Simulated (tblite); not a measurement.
Compound: C6H6BF2N (charge +1 and doublet state).
Bonds: N1–C2, C2–C3 (aromatic), C3–C4 (aromatic), C4–C5 (aromatic), C5–C6 (aromatic), C6–B7, B7–F8, B7–F9, C6–C10 (aromatic), C2–C10 (aromatic). Hydrogens: H11, H12 on N1; H13 on C3; H14 on C4; H15 on C5; H16 on C10.
Bond orders are those of one Lewis drawing.

Computed with GFN2-xTB (tblite), gas phase: L-BFGS steps from a force-field or distance-geometry start until the largest atomic force falls under 0.01 eV/Å.

Step 21: E = -792.7234 eV
```
atom  x, y, z in Å  |  force x, y, z in eV/Å
N1     -2.2506   -1.2804   -0.0605    0.084   0.089   0.054
C2     -1.2468   -0.4219   -0.0119    0.213   0.184   0.043
C3     -1.4473    0.9949   -0.0754    0.111   0.039  -0.068
C4     -0.3603    1.8284    0.0282    0.068  -0.045  -0.077
C5      0.9328    1.2897    0.1119    0.040   0.053  -0.160
C6      1.1717   -0.1025    0.0618   -0.038   0.069   0.137
B7      2.6684   -0.6348   -0.0165    0.097  -0.063  -0.002
F8      3.4994   -0.1486   -0.8992   -0.080  -0.054   0.195
F9      3.1013   -1.5727    0.7793    0.008   0.008  -0.109
C10     0.0826   -0.9424    0.0789    0.014   0.056  -0.002
H11    -2.0648   -2.2551    0.1235   -0.127  -0.194  -0.120
H12    -3.1890   -0.9807   -0.2612   -0.312   0.040   0.056
H13    -2.4426    1.4029   -0.1983    0.059  -0.123   0.082
H14    -0.4672    2.9071    0.0199   -0.109  -0.181   0.030
H15     1.7913    1.9396    0.1970   -0.062   0.110  -0.024
H16     0.2136   -2.0145    0.1114    0.033   0.012  -0.034
```

Step 22: E = -792.7301 eV
```
atom  x, y, z in Å  |  force x, y, z in eV/Å
N1     -2.2489   -1.2795   -0.0619   -0.071   0.184   0.027
C2     -1.2441   -0.4197   -0.0109    0.077   0.079   0.008
C3     -1.4458    0.9952   -0.0778    0.122   0.017  -0.027
C4     -0.3590    1.8276    0.0263    0.050  -0.015  -0.082
C5      0.9336    1.2899    0.1098    0.044   0.053  -0.139
C6      1.1711   -0.1024    0.0644    0.016   0.074   0.113
B7      2.6671   -0.6365   -0.0155    0.092  -0.036   0.003
F8      3.4984   -0.1474   -0.8958   -0.069  -0.045   0.173
F9      3.1016   -1.5744    0.7780    0.009  -0.020  -0.087
C10     0.0826   -0.9418    0.0795    0.045   0.035   0.006
H11    -2.0637   -2.2553    0.1156   -0.119  -0.191  -0.111
H12    -3.1945   -0.9793   -0.2536   -0.104  -0.009   0.085
H13    -2.4414    1.3997   -0.1958    0.020  -0.091   0.066
H14    -0.4689    2.9050    0.0187   -0.097  -0.144   0.025
H15     1.7903    1.9415    0.1956   -0.046   0.103  -0.027
H16     0.2140   -2.0136    0.1124    0.029   0.006  -0.032
```

Step 23: E = -792.7447 eV
```
atom  x, y, z in Å  |  force x, y, z in eV/Å
N1     -2.2521   -1.2713   -0.0635   -0.003   0.047   0.079
C2     -1.2379   -0.4147   -0.0042   -0.259  -0.234  -0.157
C3     -1.4366    0.9934   -0.0881    0.011   0.014   0.126
C4     -0.3531    1.8247    0.0152    0.023   0.041  -0.069
C5      0.9393    1.2924    0.0991    0.040   0.070  -0.052
C6      1.1729   -0.1004    0.0717    0.101   0.075   0.065
B7      2.6664   -0.6394   -0.0076    0.066  -0.035   0.024
F8      3.4951   -0.1439   -0.8838    0.005  -0.005   0.099
F9      3.1042   -1.5854    0.7733   -0.008  -0.043  -0.054
C10     0.0845   -0.9382    0.0828    0.075  -0.030   0.020
H11    -2.0675   -2.2581    0.0871   -0.135   0.049  -0.107
H12    -3.2105   -0.9785   -0.2288    0.142   0.009   0.084
H13    -2.4355    1.3868   -0.1857   -0.059   0.003   0.015
H14    -0.4790    2.8961    0.0182   -0.042   0.015  -0.019
H15     1.7868    1.9544    0.1903    0.007   0.058  -0.043
H16     0.2156   -2.0090    0.1128    0.037  -0.036  -0.011
```

Step 24: E = -792.7492 eV
```
atom  x, y, z in Å  |  force x, y, z in eV/Å
N1     -2.2512   -1.2679   -0.0668   -0.296  -0.049   0.068
C2     -1.2389   -0.4163   -0.0042   -0.042  -0.104  -0.172
C3     -1.4335    0.9919   -0.0893   -0.060   0.015   0.151
C4     -0.3512    1.8242    0.0093    0.001   0.035  -0.046
C5      0.9415    1.2938    0.0944    0.035   0.067  -0.032
C6      1.1754   -0.0994    0.0750    0.036   0.058   0.071
B7      2.6675   -0.6398   -0.0004    0.037  -0.043   0.010
F8      3.4921   -0.1403   -0.8772    0.055   0.006   0.080
F9      3.1040   -1.5937    0.7708   -0.005  -0.043  -0.042
C10     0.0863   -0.9375    0.0838    0.053  -0.023   0.008
H11    -2.0653   -2.2564    0.0651   -0.134   0.019  -0.085
H12    -3.2184   -0.9754   -0.2072    0.316  -0.020   0.079
H13    -2.4350    1.3806   -0.1808   -0.048   0.031   0.002
H14    -0.4829    2.8943    0.0142   -0.024   0.039  -0.033
H15     1.7859    1.9592    0.1860    0.026   0.049  -0.051
H16     0.2163   -2.0084    0.1161    0.049  -0.036  -0.006
```

**Question.** Estimate the geometry and energy of step 25. (The exact step hangs on the optimiser's Hessian estimate; all steps are aligned on step 24, rigid shifts and turns removed.)

**Answer.** E = -792.7550 eV, largest force 0.217 eV/Å
```
atom  x, y, z in Å  |  force x, y, z in eV/Å
N1     -2.2557   -1.2643   -0.0672   -0.114  -0.162   0.088
C2     -1.2387   -0.4189   -0.0064    0.026  -0.041  -0.156
C3     -1.4305    0.9899   -0.0888   -0.076  -0.004   0.144
C4     -0.3486    1.8235    0.0016   -0.056   0.027  -0.009
C5      0.9453    1.2972    0.0874   -0.002   0.038   0.009
C6      1.1792   -0.0965    0.0804   -0.031   0.024   0.051
B7      2.6694   -0.6407    0.0075    0.003  -0.025  -0.013
F8      3.4907   -0.1379   -0.8695    0.100   0.021   0.056
F9      3.1045   -1.6030    0.7672    0.002  -0.065  -0.012
C10     0.0897   -0.9363    0.0847    0.007  -0.035  -0.015
H11    -2.0716   -2.2554    0.0460   -0.123   0.011  -0.063
H12    -3.2218   -0.9736   -0.1895    0.189   0.056   0.038
H13    -2.4342    1.3736   -0.1747   -0.047   0.064  -0.002
H14    -0.4893    2.8917    0.0120    0.004   0.067  -0.055
H15     1.7851    1.9673    0.1813    0.056   0.040  -0.064
H16     0.2189   -2.0079    0.1170    0.063  -0.017   0.003
```

The energy changes by -0.0058 eV. The first-order estimate −F·Δx gives -0.0081 eV and the mean of the old and new forces, exact on a quadratic surface, -0.0058 eV. The step makes an angle of 69° with the force vector and moves no atom by more than 0.020 Å.

The cost below is that of the whole relaxation. On Arm Neoverse V2, one thread, shared host with 96 logical CPUs at a one-minute load of 38, this took 0.5 s of wall time.
